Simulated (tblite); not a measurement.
C₇H₉F.
Bonds: C1–C2 (double), C2–C3, C3–C4, C4–C5 (double), C5–C6, C6–F7, C5–C8, C4–C8. Hydrogens: H9, H10 on C1; H11 on C2; H12, H13 on C3; H14, H15 on C6; H16, H17 on C8.

Computed with GFN2-xTB (tblite), gas phase: L-BFGS steps from a force-field or distance-geometry start until the largest atomic force falls under 0.01 eV/Å.

Step 8: E = -658.0777 eV
```
atom  x, y, z in Å  |  force x, y, z in eV/Å
C1      2.7717    0.7603    0.3808   -0.022  -0.033  -0.035
C2      1.7318    0.3623   -0.3267    0.014  -0.053  -0.016
C3      1.0651   -0.9774   -0.2081   -0.073   0.033   0.052
C4     -0.3436   -0.8049    0.1892   -0.159   0.084  -0.010
C5     -1.3378   -0.0142    0.4774   -0.030  -0.090   0.034
C6     -1.9571    1.2952    0.7158    0.133   0.049  -0.023
F7     -2.9582    1.5358   -0.2064   -0.001   0.028   0.088
C8     -1.6573   -1.4854    0.4986    0.072   0.088   0.005
H9      3.2007    1.7363    0.2412    0.031   0.050   0.023
H10     3.2494    0.1349    1.1167   -0.033  -0.045  -0.003
H11     1.2839    1.0262   -1.0542   -0.015  -0.012  -0.001
H12     1.5814   -1.6127    0.5177    0.000   0.013  -0.008
H13     1.0856   -1.4871   -1.1796    0.015  -0.013   0.046
H14    -2.4240    1.3204    1.7122   -0.017   0.058  -0.119
H15    -1.2260    2.1093    0.6095   -0.078  -0.043   0.022
H16    -2.2554   -1.9115   -0.2958    0.022  -0.027  -0.122
H17    -1.8171   -1.9755    1.4514    0.141  -0.087   0.068
```

Step 9: E = -658.0816 eV
```
atom  x, y, z in Å  |  force x, y, z in eV/Å
C1      2.7712    0.7601    0.3810    0.005  -0.012  -0.038
C2      1.7330    0.3616   -0.3283   -0.038  -0.046  -0.030
C3      1.0649   -0.9774   -0.2057   -0.050   0.035   0.019
C4     -0.3447   -0.7992    0.1875   -0.121   0.054  -0.007
C5     -1.3421   -0.0133    0.4800   -0.012  -0.071   0.020
C6     -1.9587    1.2995    0.7155    0.062   0.000  -0.004
F7     -2.9615    1.5459   -0.2059    0.037  -0.007   0.108
C8     -1.6521   -1.4874    0.4970   -0.033   0.030   0.018
H9      3.2053    1.7358    0.2455    0.000   0.018   0.014
H10     3.2473    0.1315    1.1163   -0.042  -0.032  -0.016
H11     1.2751    1.0195   -1.0571    0.048  -0.001   0.034
H12     1.5838   -1.6123    0.5204   -0.049   0.031  -0.026
H13     1.0847   -1.4885   -1.1779    0.014  -0.003   0.081
H14    -2.4267    1.3275    1.7124    0.002   0.055  -0.145
H15    -1.2277    2.1116    0.6072   -0.043  -0.030   0.024
H16    -2.2554   -1.9147   -0.2965    0.083   0.009  -0.075
H17    -1.8034   -1.9882    1.4480    0.136  -0.029   0.023
```

Step 10: E = -658.0845 eV
```
atom  x, y, z in Å  |  force x, y, z in eV/Å
C1      2.7711    0.7597    0.3803    0.019   0.000  -0.033
C2      1.7336    0.3604   -0.3299   -0.055  -0.018  -0.020
C3      1.0633   -0.9768   -0.2035   -0.025   0.032  -0.008
C4     -0.3470   -0.7946    0.1857   -0.047   0.005  -0.008
C5     -1.3462   -0.0133    0.4827   -0.009  -0.029   0.010
C6     -1.9586    1.3023    0.7150   -0.010  -0.034   0.008
F7     -2.9633    1.5527   -0.2034    0.040  -0.023   0.078
C8     -1.6494   -1.4888    0.4963   -0.086  -0.019   0.021
H9      3.2085    1.7358    0.2488   -0.027  -0.021   0.004
H10     3.2449    0.1284    1.1157   -0.046  -0.018  -0.028
H11     1.2698    1.0150   -1.0585    0.079   0.013   0.041
H12     1.5846   -1.6114    0.5219   -0.083   0.040  -0.021
H13     1.0843   -1.4896   -1.1751    0.005  -0.003   0.084
H14    -2.4286    1.3334    1.7098    0.006   0.049  -0.100
H15    -1.2292    2.1131    0.6062    0.010  -0.007   0.016
H16    -2.2536   -1.9167   -0.2988    0.113   0.027  -0.024
H17    -1.7910   -1.9976    1.4464    0.115   0.008  -0.022
```

**Question.** Estimate the geometry and energy of step 11. (The exact step hangs on the optimiser's Hessian estimate; all steps are aligned on step 10, rigid shifts and turns removed.)

**Answer.** E = -658.0869 eV, largest force 0.108 eV/Å
```
atom  x, y, z in Å  |  force x, y, z in eV/Å
C1      2.7711    0.7590    0.3789    0.017  -0.002  -0.021
C2      1.7335    0.3592   -0.3313   -0.047   0.017   0.003
C3      1.0609   -0.9756   -0.2016   -0.007   0.024  -0.023
C4     -0.3501   -0.7913    0.1839    0.023  -0.036  -0.006
C5     -1.3501   -0.0140    0.4853   -0.006   0.013   0.000
C6     -1.9577    1.3038    0.7145   -0.053  -0.041   0.013
F7     -2.9642    1.5570   -0.1997    0.017  -0.024   0.015
C8     -1.6489   -1.4901    0.4963   -0.075  -0.041   0.013
H9      3.2101    1.7356    0.2512   -0.041  -0.048  -0.007
H10     3.2420    0.1255    1.1147   -0.041  -0.008  -0.033
H11     1.2676    1.0124   -1.0589    0.081   0.033   0.025
H12     1.5835   -1.6101    0.5226   -0.098   0.039   0.004
H13     1.0842   -1.4905   -1.1713   -0.007  -0.012   0.056
H14    -2.4301    1.3388    1.7054   -0.001   0.040  -0.009
H15    -1.2299    2.1143    0.6060    0.054   0.004   0.004
H16    -2.2499   -1.9176   -0.3022    0.105   0.022   0.016
H17    -1.7790   -2.0044    1.4458    0.079   0.020  -0.049
```

The energy changes by -0.0024 eV. The first-order estimate −F·Δx gives -0.0034 eV and the mean of the old and new forces, exact on a quadratic surface, -0.0023 eV. The step makes an angle of 58° with the force vector and moves no atom by more than 0.014 Å.

What follows is the cost of the whole relaxation. The run took 0.46 s wall on Arm Neoverse N1, one thread (shared host).
